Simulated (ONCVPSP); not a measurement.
nitrogen (N): excitation energies, all-electron against ONCV

ONCVPSP 4.0.1 input, shortened (lines: element, Z, core and valence counts, functional; n l f; lmax; l rc ep ncon nbas qcut; lloc lpopt rc5 dvloc0; l nproj debl; icmod fcfact rcfact), PBE, scalar-relativistic:

```
  N 7.00    1    2        4      upf
    1    0    2.00
    2    0    2.00
    2    1    3.00
    2
    0    0.75    0.00    5    9    7.30
    1    1.80    0.00    3    6    7.10
    2    1.40    0.29    5    9    7.90
    4    3    0.60    4.00
    0    2    3.30
    1    2    4.00
    2    1    0.40
    3    4.00    1.65
```

Energies are relative to the spin-unpolarised reference configuration 2s2 2p3; without spin polarisation the order of configurations can differ from experiment. Not all tests gave a result: 1 of 4 tests not solved or not reliable.

| valence configuration | charge | ΔE all-electron (eV) | error AE − PS (meV) |
| --- | --- | --- | --- |
| 2s2 2p2 | +1 | 13.591 | +43 |
| 2s2 2p1 | +2 | 42.445 | +356 |
| 2s2 2p0 | +3 | 89.527 | +1385 |

Levels in the configuration 2s2 2p1:

| level | all-electron (eV) | pseudo (eV) |
| --- | --- | --- |
| 2s | -49.160 | -48.926 |
| 2p | -37.512 | -36.936 |

Note: ghosts flagged at negative energy: s at -12920.1 eV; GHOST(+) flags only above 600 eV. A true bound ghost makes a file unfit for plane-wave use.
